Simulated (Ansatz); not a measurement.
Reaction (redistribution): `[SiH3][SnH]([Cl])[Cl]` + `O[SiH2]PO` → `O[SiH2]P[SiH3]` + `[OH][SnH]([Cl])[Cl]`

Calculated with Ansatz (gas phase, PBE0-D4/def2-TZVP geometries, no zero-point term in ΔE). CBS: MP2 limit from def2 TZ/QZ plus the TZ coupled-cluster correction, frozen cores. DFT in def2-TZVPP. B3LYP here is the variant with VWN-RPA as its local correlation; programs differ in this. Elements past krypton have def2 core potentials. For Sn outer-core shells are correlated without core-valence functions, which leaves a few kJ/mol of doubt a bond. One conformer a species, not always the lowest.

`[SiH3][SnH]([Cl])[Cl]`:

Cartesian coordinates in Å:
```
Si -0.545 -1.059 -0.749
Sn 0.462 0.988 0.415
Cl 2.389 0.291 1.526
Cl -1.024 1.652 2.084
H 0.425 -1.551 -1.758
H -1.814 -0.653 -1.401
H -0.787 -2.079 0.298
H 0.894 2.411 -0.414
```

`O[SiH2]PO`:

```xyz
9

O     0.438   -1.177   -1.246
Si   -0.759   -0.862   -0.162
P    -0.425    1.194    0.725
O     1.249    1.050    0.696
H     1.287   -0.787   -1.022
H    -0.749   -1.848    0.954
H    -2.065   -0.924   -0.864
H    -0.603    1.847   -0.532
H     1.627    1.508    1.451
```

`O[SiH2]P[SiH3]`:

Z-matrix (Å, degrees):
```
Si
P 1 2.246
O 1 1.649 2 116.3
H 1 1.481 2 107.6 3 -117.3
H 1 1.489 2 106.2 3 124.5
Si 2 2.251 1 96.7 3 31.9
H 2 1.422 1 95.2 3 -64.3
H 3 0.958 1 117.9 2 57.3
H 6 1.485 2 107.7 1 62.8
H 6 1.486 2 113.7 1 -58.5
H 6 1.486 2 108.6 1 -179.2
```

`[OH][SnH]([Cl])[Cl]`:

```xyz
6

O    -0.625    0.611    1.324
Sn    0.307   -0.342   -0.083
Cl    1.503    1.192   -1.330
Cl   -1.266   -1.237   -1.518
H    -1.215    1.297    1.002
H     1.297   -1.522    0.606
```

```json
{"level": "PBE-D4", "ΔE (kJ/mol)": "-46.0"}
{"level": "r2SCAN-D4", "ΔE (kJ/mol)": "-52.1"}
{"level": "B3LYP-D4", "ΔE (kJ/mol)": "-39.8"}
{"level": "ωB97X-V", "ΔE (kJ/mol)": "-45.7"}
{"level": "r2SCAN", "ΔE (kJ/mol)": "-51.6"}
{"level": "SCS-MP2/def2-TZVPP", "ΔE (kJ/mol)": "-52.9"}
{"level": "CCSD(T)/def2-TZVPP", "ΔE (kJ/mol)": "-52.2"}
{"level": "HF/def2-QZVPP", "ΔE (kJ/mol)": "-37.7"}
```

(1) What does CCSD(T)/CBS give? (Best estimate.)

Largest T1 diagnostic among the species: 0.013.

Answers

(1) The calculation gave: -51.2 kJ/mol. The listed levels differ from it by 5.2, -0.9, 11.4, 5.5, -0.4, -1.7, -1.0, 13.5 kJ/mol.

In def2-TZVPP, CCSD(T) changes the Hartree–Fock value by −15.0 kJ/mol (the triples alone add −4.3 kJ/mol) and MP2 by −20.9 kJ/mol. The D4 term adds −3.6 kJ/mol with B3LYP and −1.9 kJ/mol with PBE0; it sums over pairs of atoms, weighted by their polarisabilities, and B3LYP, whose exchange is more repulsive, gets the larger term.
